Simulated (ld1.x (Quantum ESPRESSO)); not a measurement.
Configuration tests for Pt (Z = 78) (TM semilocal)

- Element: platinum (Pt)
- Generator: ld1.x (Quantum ESPRESSO) 7.5
- Type: norm-conserving Troullier–Martins (semilocal form)
- Functional: revPBE
- Relativity: scalar-relativistic
- Frozen core: [Kr] 4d10
- Valence charge: 32
- Reference configuration: 4f14 5s2 5p6 5d8.5 6s0 6p0 (charge +1.5)
- Partial waves: 5s (bound): rc 1.45 bohr; 5p (bound): rc 1.15 bohr; 5d (bound): rc 1.30 bohr; 4f (bound): rc 0.70 bohr
- Local potential: the f channel
- Core correction: none

Energies are relative to the spin-unpolarised reference configuration 4f14 5s2 5p6 5d8.5 6s0 6p0; without spin polarisation the order of configurations can differ from experiment. The frozen-core shift is the all-electron ΔE with the core orbitals held at their reference shape minus the fully relaxed ΔE.

```csv
valence configuration,charge,ΔE all-electron (eV),error AE − PS (meV),frozen-core shift (meV)
4f14 5s2 5p6 5d9 6s1 6p0,0,-17.563,+1669,-3.4
4f14 5s2 5p6 5d9 6s0 6p0,+1,-8.492,+0.8,+0.4
4f13 5s2 5p6 5d9 6s1 6p0,+1,63.462,+2575,+218
4f14 5s2 5p6 5d6 6s0 6p0,+4,89.095,-10,+7.7
4f14 5s2 5p6 5d8 6s2 6p0,0,-16.526,+3717,-9.4
4f13 5s2 5p6 5d10 6s0 6p0,+1,60.404,-616,+225
```

What are ΔE and the potential's error for 4f14 5s2 5p6 5d8 6s0 6p0?

ΔE = 11.388 eV all-electron; the error (AE − PS) is -1.3 meV.

These tests converged, but a pseudo level misses the all-electron one widely, so the file describes the atom poorly there or has found another state: 4f14 5s2 5p6 5d9 6s1 6p0: 6s by 1.3 eV; 4f14 5s2 5p6 5d9 6s0 6p0: empty 6s by 2.0 eV; 4f14 5s2 5p6 5d8 6s0 6p0: empty 6s by 2.6 eV; 4f13 5s2 5p6 5d9 6s1 6p0: 6s by 2.6 eV; 4f13 5s2 5p6 5d10 6s0 6p0: empty 6s by 2.9 eV. A variational frozen-core shift is positive and of second order in the change. This column holds negative values, so the frozen-core run of ld1.x carries numerical noise or an error of first order here, and the column gives no more than the rough size of the effect.

A Bessel basis up to 400 Ry misses an occupied level by 0.53 Ry, so cutoffs and ghosts were not judged.
